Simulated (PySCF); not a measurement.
C₂H₆FIn, SMILES [CH3][In]([CH3])[F].

Geometry: r2SCAN-D4/def2-SVP. The structure was generated by enumeration; whether it is a known compound was not checked. The def2 effective core potentials stand for the cores of In; spin–orbit coupling is left out.

Two levels are set side by side: PBE/def2-TZVP (PySCF) and B3LYP/def2-TZVP (PySCF). Same geometry, gas phase. Differences are taken from unrounded values.

```
quantity                     B3LYP    PBE  PBE minus B3LYP
---------------------------  -----  -----  ---------------
orbital gap (eV)              6.15   4.73            -1.42
highest occupied level (eV)  -7.49  -6.47             1.02
lowest empty level (eV)      -1.34  -1.74            -0.41
dipole moment (D)             3.64   3.47            -0.17
mean polarisability (bohr³)   61.4   63.3              1.9
```

PBE's occupied levels lie high since its potential decays too fast outside the molecule; exact exchange lowers them and widens the gap. Loosely held outer electrons make PBE densities more polarisable. Differences between two approximate levels are no errors against the true value.

Rough cost on one machine, each run with all the roots and properties that it gave: B3LYP against PBE within a factor of 2.
